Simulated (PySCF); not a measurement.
Deuteron quadrupole couplings in `C[SiH2]C[C@H](CF)[SiH2]P`

C₄H₁₄FPSi₂.
Numbering: `[CH3:1][SiH2:2][CH2:3][C@H:4]([CH2:5][F:6])[SiH2:7][PH2:8]` (hydrogens: H9, H10, H11 on C1; H12, H13 on Si2; H14, H15 on C3; H16 on C4; H17, H18 on C5; H19, H20 on Si7; H21, H22 on P8)

Cartesian coordinates in Å at the GFN2-xTB level; atoms count from 1:
```
atom  x, y, z in Å
C1    -3.2712    1.0733    0.5263
Si2   -2.1058   -0.0636   -0.4445
C3    -0.3377    0.1390    0.2409
C4     0.7425   -0.6373   -0.5176
C5     0.6217   -2.1319   -0.2874
F6     0.8885   -2.4442    1.0269
Si7    2.4935   -0.0371   -0.0184
P8     2.4987    2.1664   -0.4461
H9    -2.9633    2.1125    0.4604
H10   -3.3042    0.8054    1.5784
H11   -4.2832    1.0065    0.1399
H12   -2.5790   -1.4503   -0.3199
H13   -2.0938    0.2947   -1.8706
H14   -0.3007   -0.1529    1.2925
H15   -0.0824    1.2043    0.2079
H16    0.6051   -0.4763   -1.5920
H17    1.3494   -2.6873   -0.8871
H18   -0.3876   -2.5019   -0.4918
H19    2.7739   -0.3597    1.3831
H20    3.5004   -0.6868   -0.8696
H21    3.8737    2.2841   -0.3837
H22    2.3509    2.5625    0.8706
```

Level: PBE0/pcSseg-1 (PySCF, non-relativistic); Q(2H) = 0.00286 b; rigid geometry, the same for H and D, with no vibrational averaging.

Task: Rank these positions by the coupling χzz of a deuteron there, largest first.
A. H11 (methyl hydrogen)
B. H15 (methylene hydrogen)
C. H17 (methylene hydrogen)
D. H12 (Si–H hydrogen)
E. H22 (P–H hydrogen)

Result: A (220 kHz), B (203 kHz), C (195 kHz), E (145 kHz), D (106 kHz).

Task: Give the electric field gradient Vzz (the principal value of largest size), its asymmetry and the 2H coupling at each hydrogen.

Result: 
| atom | bonded to | bond length (Å) | Vzz (au) | η | χzz (kHz) |
| --- | --- | --- | --- | --- | --- |
| H9 | C1 | 1.086 | 0.3255 | 0.01 | 219 |
| H10 | C1 | 1.086 | 0.3250 | 0.01 | 218 |
| H11 | C1 | 1.085 | 0.3268 | 0.01 | 220 |
| H12 | Si2 | 1.470 | 0.1579 | 0.03 | 106 |
| H13 | Si2 | 1.470 | 0.1580 | 0.02 | 106 |
| H14 | C3 | 1.092 | 0.3075 | 0.03 | 207 |
| H15 | C3 | 1.096 | 0.3022 | 0.05 | 203 |
| H16 | C4 | 1.095 | 0.2998 | 0.03 | 201 |
| H17 | C5 | 1.094 | 0.2895 | 0.06 | 195 |
| H18 | C5 | 1.094 | 0.2885 | 0.06 | 194 |
| H19 | Si7 | 1.465 | 0.1623 | 0.02 | 109 |
| H20 | Si7 | 1.470 | 0.1590 | 0.02 | 107 |
| H21 | P8 | 1.381 | 0.2181 | 0.07 | 147 |
| H22 | P8 | 1.383 | 0.2159 | 0.07 | 145 |

Task: Average by the element that carries the hydrogen.

Result: on C: 207 kHz over 8 positions, mean bond length 1.091 Å; on Si: 107 kHz over 4 positions, mean bond length 1.469 Å; on P: 146 kHz over 2 positions, mean bond length 1.382 Å.

Task: How does χzz go with the bond length over the 8 C–H bonds?

Result: A straight-line fit has a slope of -21.5 kHz for each 0.01 Å, with a correlation coefficient of -0.92, over lengths from 1.085 to 1.096 Å. The longer bonds have the smaller couplings here.

Task: A static deuteron (I = 1) shows a doublet split by (3/2)χ, (3/4)χ(1 + η) and (3/4)χ(1 − η) with the field along z, y and x of the gradient. What are these for H13?

Result: With |χ| = 106.2 kHz and η = 0.016: 159, 81 and 78 kHz, to first order and without motion.

Isolated species at its GFN2-xTB geometry (one conformer only). GFN2-xTB bond lengths can be off by several hundredths of an ångström, more for odd bonds, and the gradients follow them. The basis is small and wasn't made for field gradients, so the couplings can be 20 % off.

These values come from a run that also computed NMR shieldings. The run took 84 s on one thread, Arm Neoverse N1 (aarch64), no GPU, shared host with 64 logical CPUs at a one-minute load of 59, and the process peaked at 0.96 GiB of memory.
